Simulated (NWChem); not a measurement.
Molecule: CH$_{5}$AuO$_{2}$; SMILES [OH2]->[Au][O]C

```xyz
9

Au     0.0516    -0.1823     0.0000
O      0.5033     1.7093     0.0000
C     -0.5356     2.6313     0.0000
H     -1.1936     2.5744     0.8923
H     -0.0888     3.6448     0.0000
H     -1.1936     2.5744    -0.8923
O     -0.3189    -2.2987     0.0000
H      0.0694    -2.7302     0.7727
H      0.0694    -2.7302    -0.7727
```
Atoms are numbered in this order, from 1.

All runs: NWChem. Medium grid unless said otherwise, to which SCAN and Minnesota functionals are sensitive. All runs use the structure optimised with PBE0/def2-SVP. Not confirmed as a minimum by frequencies. def2 effective core potentials on Au; no spin-orbit coupling.

Q: Estimate the computed values for r2SCAN/def2-SVP. Quantities: highest occupied level (eV); orbital gap (eV); dipole (D).

A: highest occupied level (eV): -4.69
orbital gap (eV): 3.31
dipole (D): 5.91
